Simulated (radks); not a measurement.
Values are calculated unless marked as measured or tabulated.
Species: N I. Configuration: [He] 2s2 2p3 (the NIST ground configuration).

Code: a radial shooting solver on a logarithmic mesh with Libxc functionals. Model: non-relativistic Kohn-Sham, PBE, spin-polarised, spherical densities, point nucleus; open shells are filled with parallel spins first; hard spherical wall at 3 bohr.

Energy parts (hartree):
total: -54.22258
kinetic: 55.81285
electron-nucleus: -130.74988
Hartree: 27.70168
exchange-correlation: -6.98723

Orbitals (lengths in bohr, moments of r in powers of bohr; r(max) is where P^2 peaks):
| orbital | occ. | eigenvalue (hartree) | r(max) |
|---|---|---|---|
| 1s up | 1 | -13.77499 | 0.1486 |
| 1s down | 1 | -13.71358 | 0.1483 |
| 2s up | 1 | -0.51743 | 1.022 |
| 2s down | 1 | -0.33020 | 1.041 |
| 2p up | 3 | -0.06101 | 0.9723 |
| 2p down | 0 | 0.12540 | 1.008 |
| 3d up | 0 | 1.27282 | 1.849 |
| 3d down | 0 | 1.39622 | 1.885 |
| 3s up | 0 | 1.46652 | 2.148 |
| 3s down | 0 | 1.59294 | 2.166 |
| 3p up | 0 | 1.59642 | 2.136 |
| 3p down | 0 | 1.72804 | 2.157 |

The highest occupied level is 2p up at -1.660 eV. The density falls to 0.001 e/bohr^3 at r = 2.72 bohr.
